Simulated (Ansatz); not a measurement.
Stepwise reaction of `[CH3][W]([CH3])(=[NH])=[NH]` with hydrogen chloride, as a gas-phase model of exchange steps in deposition or etching. ΔE in kJ/mol; ΔG adds harmonic PBE0-D4 terms to CCSD(T)/CBS, at 1 bar.

Isolated molecules relaxed with PBE0-D4/def2-TZVP in Ansatz; ΔE leaves out vibrations. CCSD(T)/CBS adds triple-zeta CCSD(T) − MP2 to the extrapolated MP2 energy (def2 sets, frozen cores). This one scheme is used for every species. Functionals use def2-TZVPP. B3LYP here is the variant with VWN-RPA as its local correlation; programs differ in this. def2 core potentials past Kr. For W outer-core shells are correlated without core-valence functions, which leaves a few kJ/mol of doubt a bond. One conformer a species, not always the lowest.

```
step                                                                reaction  PBE-D4  B3LYP-D4  ωB97M-V  CCSD(T)/CBS  ΔG(400 K)
   2  `[CH3][W](=[NH])(=[NH])[Cl]` + HCl → `[NH]=[W](=[NH])([Cl])[Cl]` + CH₄  -140.2    -142.9   -136.6       -135.8     -121.7
```

(1) Give the row of step 1, `[CH3][W]([CH3])(=[NH])=[NH]` + HCl → `[CH3][W](=[NH])(=[NH])[Cl]` + CH₄. (Best estimate.)

(2) By hand: ΔE of the 2 steps together at CCSD(T)/CBS.

Results:

(1) The calculation gave: 
```json
{"step": "1", "reaction": "`[CH3][W]([CH3])(=[NH])=[NH]` + HCl → `[CH3][W](=[NH])(=[NH])[Cl]` + CH₄", "PBE-D4": "-162.7", "B3LYP-D4": "-167.2", "ωB97M-V": "-161.7", "CCSD(T)/CBS": "-163.5", "ΔG(400 K)": "-150.3"}
```

(2) (-163.5) + (-135.8) = -299.3 kJ/mol, or -149.7 kJ/mol a step.

In ΔE each step is higher than the one before. All are downhill at CCSD(T)/CBS. ΔG lies between -150.3 and -121.7 kJ/mol a step. PBE-D4 differs from CCSD(T)/CBS by -4.4 to 0.8 kJ/mol a step. Only this route is followed, and other bonds may react first. Isolated molecules leave out the surface, adducts and barriers. Largest T1 diagnostic: 0.020.
